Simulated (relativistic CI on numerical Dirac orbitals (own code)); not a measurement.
**Crystal-field levels of Mn2+, 3d5**

Calculated by Dirac-Coulomb-Breit CI, KLI orbitals optimised for each configuration, QED by a radiative potential, valence Slater integrals scaled by 0.65, one configuration in a parametric crystal field (own radial code).

Field parameters in Wybourne normalisation: Oh B⁴₀ = 21Dq, B⁴₄ = √(5/14) B⁴₀. The field is a parameter set, without covalency.

S and J are read from ⟨S²⟩ = S(S + 1) and ⟨J²⟩ = J(J + 1) of each level; they are not fictitious spins.

Oh, 10Dq = 3250 cm⁻¹, the lowest 10 levels:

```tsv
E (cm⁻¹)	Degeneracy	Irrep	S	J
0.0	6	Γ7+Γ8	2.50	2.50
18525	2	Γ7	1.50	4.11
18539	4	Γ8	1.50	4.14
18581	4	Γ8	1.50	3.82
18618	2	Γ6	1.50	3.54
19995	2	Γ7	1.50	2.92
20025	4	Γ8	1.50	3.92
20063	2	Γ6	1.50	5.26
20072	4	Γ8	1.50	5.08
20383	4	Γ8	1.50	4.33
```

Oh, 10Dq = 31850 cm⁻¹, the lowest 16 levels:

```tsv
E (cm⁻¹)	Degeneracy	Irrep	S	J
0.0	2	Γ7	0.50	4.68
527	4	Γ8	0.50	4.35
19145	4	Γ8	1.50	3.76
19160	2	Γ7	1.50	3.74
19266	4	Γ8	1.50	3.40
19328	2	Γ6	1.50	3.14
24627	2	Γ6	1.50	3.84
24629	4	Γ8	1.50	3.80
24711	4	Γ8	1.50	3.42
24764	2	Γ7	1.50	3.14
28353	4	Γ8	2.50	2.50
28353	2	Γ7	2.50	2.50
28625	2	Γ7	0.50	4.71
28773	4	Γ8	0.50	5.36
29029	2	Γ6	0.50	5.23
30774	2	Γ7	0.50	4.91
```

Principal g values of the ground doublet: 2.26, 2.26, 2.26.

Oh, 10Dq = 29250 cm⁻¹, the lowest 16 levels:

```
E (cm⁻¹)  Degeneracy  Irrep     S     J
     0.0           2     Γ7  0.50  4.69
     530           4     Γ8  0.50  4.36
   16612           4     Γ8  1.50  3.77
   16628           2     Γ7  1.50  3.74
   16738           4     Γ8  1.50  3.40
   16799           2     Γ6  1.50  3.14
   22065           2     Γ6  1.50  3.86
   22067           4     Γ8  1.50  3.82
   22145           4     Γ8  1.50  3.43
   22195           2     Γ7  1.50  3.14
   23255           2     Γ7  2.50  2.51
   23255           4     Γ8  2.50  2.51
   26096           2     Γ7  0.50  4.73
   26245           4     Γ8  0.50  5.37
   26502           2     Γ6  0.50  5.24
   28201           2     Γ7  0.50  4.93
```

Principal g values of the ground doublet: 2.28, 2.28, 2.28.

The free-ion ground term has S = 5/2. The field overcomes the spin-pairing energy for Oh, 10Dq = 31850 cm⁻¹; Oh, 10Dq = 29250 cm⁻¹, where the ground state has lower spin; these fields are assumed values.

Levels of this model without a field, named by their leading LS term (the scale mimics covalency, so terms lie below those of the real free ion): 6S_5/2 0, 4G_11/2 20363, 4G_9/2 20395, 4G_5/2 20406, 4G_7/2 20406, 4P_5/2 23467, 4P_3/2 23517, 4P_1/2 23570 cm⁻¹.
